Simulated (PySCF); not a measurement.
Geometry:
| atom | x (Å) | y (Å) | z (Å) |
| --- | --- | --- | --- |
| Cl1 | 1.868 | 1.610 | -0.188 |
| B2 | 1.126 | 0.029 | -0.140 |
| Cl3 | 2.151 | -1.379 | -0.295 |
| Ge4 | -0.913 | -0.201 | 0.122 |
| H5 | -1.178 | -0.765 | 1.532 |
| H6 | -1.470 | -1.210 | -0.899 |
| H7 | -1.662 | 1.135 | -0.022 |

A single conformation, non-relativistic, fast rotation and ring inversion assumed for equivalent nuclei, in vacuum. PBE0-D3(BJ)/def2-SVP structure; GIAO PBE/pcSseg-2 shieldings; PySCF.

Chemical shifts δ = σref − σ; TMS for ¹H; HCl for ³⁵Cl; BF3·OEt2 for ¹¹B; ⁷³Ge vs GeMe4, all at this level.

| atoms | nucleus | count | δ (ppm) |
| --- | --- | --- | --- |
| Ge4 | ⁷³Ge | 1 | -334 |
| Cl1/Cl3 | ³⁵Cl | 2 | 433 |
| H5/H6/H7 | ¹H | 3 | ? |
| B2 | ¹¹B | 1 | ? |

Q: Estimate the values marked ?.

A: 
- H5/H6/H7: 3.81 ppm, hydrogen on a germanium bonded to B
- B2: 82.0 ppm, boron bonded to 2 Cl, Ge

Relativistic effects, spin–orbit coupling among them, are left out; they matter for Ge and for the light atoms bonded to it.
